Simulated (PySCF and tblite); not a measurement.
Results of a calculation; reference values are marked as such.
System: C5H7ClO, numbered as in [CH3:1][O:2]/[CH:3]=[CH:4]\[CH:5]=[CH:6]\[Cl:7].

The path came from a restrained scan, a climbing-image band and a saddle search at GFN2-xTB; energies are PBE0/pcSseg-1 + D3(BJ)//GFN2-xTB, thermal terms GFN2-xTB. Rates follow Eyring's equation with the number of equivalent paths and no tunnelling. (PySCF 2.14 with density fitting, tblite 0.8.)

(1) Estimate the barrier and the room-temperature rate of the rotation about the C3–O2 bond (torsion C4–C3–O2–C1 from -180° to 0°, rising).

Results:

(1) The electronic barrier is 4.5 kcal/mol and ΔG‡(298 K) 4.6 kcal/mol, over a C1 saddle with an imaginary mode of 87i cm⁻¹ (GFN2-xTB). With 2 equivalent paths, k is 5.3×10⁹ s⁻¹, a mean lifetime of the start of 190 ps against this motion. The end lies 3.4 kcal/mol above the start in free energy.
